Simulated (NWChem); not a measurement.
# CH5O cation; SMILES C[OH2+]

```xyz
7

C     -0.0013     0.7990     0.0000
O     -0.0310    -0.6868     0.0000
H     -0.5445     1.0999    -0.9020
H     -0.5445     1.0999     0.9020
H      1.0418     1.1368     0.0000
H      0.3249    -1.1179    -0.8022
H      0.3249    -1.1179     0.8022
```
Atoms are numbered in this order, from 1.

Results from NWChem. Pople sets run with spherical d functions. Coordinates come from a PBE0/def2-SVP optimisation. GIAO values for the isolated, static molecule; σ is the absolute isotropic shielding, δ = σ(reference) − σ with the isolated reference molecule computed at the same levels (13C: tetramethylsilane, 1H: tetramethylsilane, 17O: water).

```
level                                 δ C1 (ppm)  δ O2 (ppm)  δ H3 (rotor mean) (ppm)  δ H6 (ppm)
------------------------------------  ----------  ----------  -----------------------  ----------
B3LYP/6-31G*                                67.0        12.6                     5.27        4.95
LDA (Slater exchange, VWN5)/pcSseg-1        77.1        32.5                     5.32        5.20
PBE/pcSseg-1                                76.1        34.3                     5.31        5.26
Hartree-Fock/6-31G*                         66.3        -1.2                     5.46        5.65
B3LYP/IGLO-III                        (withheld)  (withheld)               (withheld)  (withheld)
```

Question: Some entries are withheld; supply them.

Answer: 
- B3LYP/IGLO-III, δ C1 (ppm): 75.6
- B3LYP/IGLO-III, δ O2 (ppm): 21.5
- B3LYP/IGLO-III, δ H3 (rotor mean) (ppm): 5.15
- B3LYP/IGLO-III, δ H6 (ppm): 5.51
